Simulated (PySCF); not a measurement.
Predicted microwave data (PBE0/def2-SVPD in PySCF (dipole) on a GFN2-xTB geometry, gas phase) for one isomer of C5H9NSi:

| Quantity | Value |
| --- | --- |
| Rotational constants | A = 5571, B = 768.3, C = 746.2 MHz |
| Dipole components | \|μa\| = 2.69 D, \|μb\| = 0.45 D, \|μc\| = 1.10 D |
| Inertial defect | -71.26 u·Å² |
| κ | -0.99 |

Task: Which structure is it? (One computed conformer of each.)
A. `[CH3:1]/[CH:2]=[N:3]/[C@@H:4]1[CH:5]=[CH:6][SiH2:7]1` with C2–N3–C4–C5 16°
B. `[N:1]#[C:2][CH2:3][CH:4]1[CH2:5][SiH2:6][CH2:7]1` with C2–C3–C4–C5 65°, C3–C4–C5–Si6 134°, C4–C5–Si6–C7 -10°, C5–Si6–C7–C4 10°, C3–C4–C7–Si6 -134°
C. `C/N=C\C#CC[SiH3]`

Result: C. It is C/N=C\C#CC[SiH3], a near-prolate asymmetric top, point group C1. The candidates at the same level (rigid rotor, commonest isotopes):

| SMILES | A (MHz) | B (MHz) | C (MHz) | μa (D) | μb (D) | μc (D) | Δ (u·Å²) | point group | rotor |
| --- | --- | --- | --- | --- | --- | --- | --- | --- | --- |
| C/N=C\C#CC[SiH3] | 5571 | 768.3 | 746.2 | 2.69 | 0.45 | 1.10 | -71.26 | C1 | near-prolate asymmetric top |
| N#CCC1C[SiH2]C1 | 6147 | 1128 | 1008 | 3.45 | 2.07 | 0.55 | -29.01 | C1 | near-prolate asymmetric top |
| C/C=N/[C@@H]1C=C[SiH2]1 | 4677 | 1314 | 1193 | 0.34 | 0.94 | 1.09 | -69.11 | C1 | near-prolate asymmetric top |

`N#CCC1C[SiH2]C1` has B 47 % too high; `C/C=N/[C@@H]1C=C[SiH2]1` has B 71 % too high. No structure here is proved a minimum.
